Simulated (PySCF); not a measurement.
Q: Write Cartesian coordinates for `N#C[SiH2][SiH2]N` as optimised with PBE0-D3(BJ)/def2-SVP.

A: 
```xyz
11
CH6N2Si2 angstrom
N     -1.5400    2.5525    0.2014
C     -1.6085    1.3978    0.1037
Si    -1.5185   -0.4592   -0.0439
Si     0.7512   -0.9129    0.3657
N      1.5731    0.3756   -0.4410
H     -1.9576   -0.7952   -1.4285
H     -2.4785   -1.0228    0.9485
H      1.1474   -2.2149   -0.2503
H      0.9368   -1.0447    1.8502
H      2.5780    0.3456   -0.5739
H      1.2527    1.3292   -0.3015
```

Any rigid rotation of these coordinates is as good. Atoms count from 1 in this order. Of the pairs four or more bonds apart, C2···H11 is among the closest relative to their van der Waals radii: 2.89 Å, 100 % of the sum of Bondi's values. Si3 (SiH2 silicon) is distorted tetrahedral (angles from 103.0° to 115.6°). N5 (silicon-bound nitrogen) has angles 120.7°, 119.1° and 111.0°, sum 350.8°, 0.21 Å off the plane of its three neighbours. Si4 (SiH2 silicon) is distorted tetrahedral (angles from 103.5° to 117.9°).

Bonds between heavy atoms (Å): N1≡C2 1.161, C2–Si3 1.865, Si3–Si4 2.350, Si4–N5 1.728.

Level of theory: PBE0-D3(BJ)/def2-SVP geometry optimisation, gas phase in PySCF.

Point group: C1 (no symmetry element, even within 0.4 Å). Stationary, but not proved a minimum. One conformer, not necessarily the lowest (C2–Si3–Si4–N5 -39°, Si3–Si4–N5–H -169° and 47°).
